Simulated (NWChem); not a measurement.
System: C₄H₄N, doublet; SMILES [c]1cc[nH]c1

The following NWChem deck was run.

```
start job
memory heap 200 mb stack 900 mb global 1100 mb
geometry units angstroms
  C      0.437161    -1.124322     0.121250
  C     -0.875228    -0.794407     0.010856
  N     -0.922276     0.568523    -0.105787
  C      0.343655     1.067312    -0.067049
  C      1.227995     0.025920     0.075471
  H     -1.760465    -1.395884     0.004930
  H     -1.759768     1.119537    -0.203997
  H      0.534116     2.120168    -0.142753
  H      2.294533     0.092475     0.137329
end
basis spherical
  * library 6-31g*
end
dft
  odft
  mult 2
  xc b3lyp
  iterations 150
end
driver
  maxiter 120
end
task dft optimize
task dft freq
```

In the optimisation the excess spin sits in a' (Cs, its own frame).

The level has its own optimisation; frequencies are unscaled. Brackets give each atom's bonded neighbours.

### Question
What results follow from this input? (B3LYP/6-31G* (spherical d), spin-unrestricted.) Quantities: r C–C [C(CC)–C(CHN)] (Å); r C–C [C(CC)–C(CCH)] (Å); r C–H [C(CHN)–H(C)] (Å); r H–N (Å); highest harmonic frequency (cm⁻¹); lowest (cm⁻¹); zero-point energy (kcal/mol); dipole (D).

### Answer
| Property | Result |
|---|---|
| r C–C [C(CC)–C(CHN)] (Å) | 1.369 |
| r C–C [C(CC)–C(CCH)] (Å) | 1.412 |
| r C–H [C(CHN)–H(C)] (Å) | 1.080 |
| r H–N (Å) | 1.009 |
| highest harmonic frequency (cm⁻¹) | 3654 |
| lowest (cm⁻¹) | 410 |
| zero-point energy (kcal/mol) | 43.8 |
| dipole (D) | 2.49 |
